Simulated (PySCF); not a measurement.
Frontier levels across methods

Species: C2H5B2F2N.
Numbering: `[BH3-:1][N+:2]#[C:3][CH2:4][B:5]([F:6])[F:7]` (hydrogens: H8, H9, H10 on B1; H11, H12 on C4)

Geometry (PBE0-D3(BJ)/def2-SVP, Å), atoms numbered from 1 in this order:
```xyz
12
C2H5B2F2N angstrom
B      2.558    0.651    0.154
N      1.136    0.086    0.186
C      0.072   -0.353    0.206
C     -1.261   -0.909    0.204
B     -2.426    0.150    0.042
F     -3.631   -0.275   -0.255
F     -2.235    1.431    0.220
H      3.111    0.214    1.155
H      2.442    1.868    0.163
H      3.054    0.226   -0.881
H     -1.347   -1.668   -0.591
H     -1.433   -1.448    1.154
```

Basis pcSseg-1 throughout (PySCF), one geometry. Geometry: PBE0-D3(BJ)/def2-SVP, one conformer, isolated molecule.

Task: How do the orbital energies, the gap and the dipole change with the method?

Result: 
| method | kind | HOMO (eV) | LUMO (eV) | gap (eV) | μ (D) | SCF cycles |
| --- | --- | --- | --- | --- | --- | --- |
| OPBE | GGA | -6.45 | -1.85 | 4.60 | 6.51 | 16 |
| PBE | GGA | -6.49 | -2.00 | 4.49 | 6.48 | 16 |
| KT3 | GGA | -6.58 | -1.99 | 4.58 | 6.51 | 16 |
| B97-2 | global hybrid | -7.49 | -1.05 | 6.44 | 6.82 | 14 |
| PBE0 | global hybrid | -7.73 | -1.02 | 6.71 | 6.84 | 14 |
| mPW1PW91 | global hybrid | -7.76 | -1.06 | 6.71 | 6.84 | 14 |
| CAM-B3LYP | range-separated hybrid | -9.09 | 0.10 | 9.19 | 7.07 | 13 |
| LC-wPBE | range-separated hybrid | -10.44 | 1.37 | 11.81 | 7.25 | 14 |
| HF | Hartree–Fock | -10.79 | 2.62 | 13.41 | 7.71 | 12 |

The HOMO spans 4.34 eV, from OPBE down to HF, and the gap runs from 4.49 eV (PBE) to 13.41 eV (HF). Over the methods OPBE (0 %), PBE (0 %), KT3 (0 %), B97-2 (21 %), PBE0 (25 %), mPW1PW91 (25 %), HF (100 %), a straight line through the gap against the share of exact exchange rises by 0.89 eV for each 10 % (correlation coefficient 1.000). The dipole ranges from 6.48 D (PBE) to 7.71 D (HF). This basis has no diffuse functions.

The vertical ΔSCF ionisation energy at PBE0/def2-SVPD is 10.01 eV; −ε(HOMO) comes closest to it with LC-wPBE (10.44 eV).
